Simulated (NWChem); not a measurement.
System meant: TiH3Br; SMILES [Br][TiH3]

Input file for NWChem:

```
start job
memory heap 200 mb stack 900 mb global 1100 mb
geometry units angstroms noautosym nocenter noautoz
  Ti     0.000000     0.000000     1.282904
  Br     0.000000     0.000000    -1.026389
  H      1.336210     0.849367     1.835395
  H     -1.403679     0.732508     1.835395
  H      0.067468    -1.581876     1.835395
end
basis spherical
  * library def2-svp
end
dft
  xc xtpss03 ctpss03
  iterations 150
end
property
  shielding 3 1 2 3
end
task dft property
```

End of the output:

```
 Vector   33  Occ=0.000000D+00  E=-1.311773D-01
              MO Center=  2.0D-06, -2.9D-06,  1.3D+00, r^2= 2.1D+00
   Bfn.  Coefficient  Atom+Function         Bfn.  Coefficient  Atom+Function
  ----- ------------  ---------------      ----- ------------  ---------------
    17      0.714314  1 Ti d  0              14      0.350521  1 Ti pz
    22      0.259691  1 Ti d  0              48     -0.194278  2 Br pz
    11     -0.178764  1 Ti pz                45     -0.176495  2 Br pz
    42      0.112107  2 Br pz                35     -0.077380  2 Br s
     5      0.074271  1 Ti s                 61      0.060529  2 Br d  0

 center of mass
 --------------
 x =  -0.00000001 y =  -0.00000001 z =  -0.25701018

 moments of inertia (a.u.)
 ------------------
         612.094588605331          -0.000002059244           0.000007095080
          -0.000002059244         612.094588173579           0.000007095080
           0.000007095080           0.000007095080          27.066870700358

     Multipole analysis of the density
     ---------------------------------

     L   x y z        total         alpha         beta         nuclear
     -   - - -        -----         -----         ----         -------
     0   0 0 0     -0.000000    -30.000000    -30.000000     60.000000

     1   1 0 0     -0.000000      0.000001      0.000001     -0.000002
     1   0 1 0      0.000001      0.000002      0.000002     -0.000002
     1   0 0 1      0.064135      2.104664      2.104664     -4.145193

     2   2 0 0    -29.949844    -21.689101    -21.689101     13.428358
     2   1 1 0      0.000007      0.000002      0.000002      0.000002
     2   1 0 1      0.000005      0.000006      0.000006     -0.000007
     2   0 2 0    -29.949862    -21.689111    -21.689111     13.428359
     2   0 1 1      0.000010      0.000008      0.000008     -0.000007
     2   0 0 2    -28.265058   -162.664104   -162.664104    297.063150

          -----------------------------------------
          Chemical Shielding Tensors (GIAO, in ppm)
          -----------------------------------------

 ------------------------------------------------------------------------
  xtpss03: d2 not coded                    0
 ------------------------------------------------------------------------
 ------------------------------------------------------------------------
  current input line :
    20: task dft property
 ------------------------------------------------------------------------
 ------------------------------------------------------------------------
 This error has not yet been assigned to a category
 ------------------------------------------------------------------------
 For more information see the NWChem manual at https://nwchemgit.github.io

0: xtpss03: d2 not coded:Received an Error in Communication
```

### Question
Find the fault in this run and fix the input.

### Answer
The run crashed. Cause: this functional's second derivatives, which shieldings need, aren't coded here; the fix takes a hybrid GGA instead. This input runs:
```
start job
memory heap 200 mb stack 900 mb global 1100 mb
geometry units angstroms noautosym nocenter noautoz
  Ti     0.000000     0.000000     1.282904
  Br     0.000000     0.000000    -1.026389
  H      1.336210     0.849367     1.835395
  H     -1.403679     0.732508     1.835395
  H      0.067468    -1.581876     1.835395
end
basis spherical
  * library def2-svp
end
dft
  xc pbe0
  iterations 150
end
property
  shielding 3 1 2 3
end
task dft property
```
It converges to -3424.45956 Ha (PBE0/def2-SVP, GIAO).
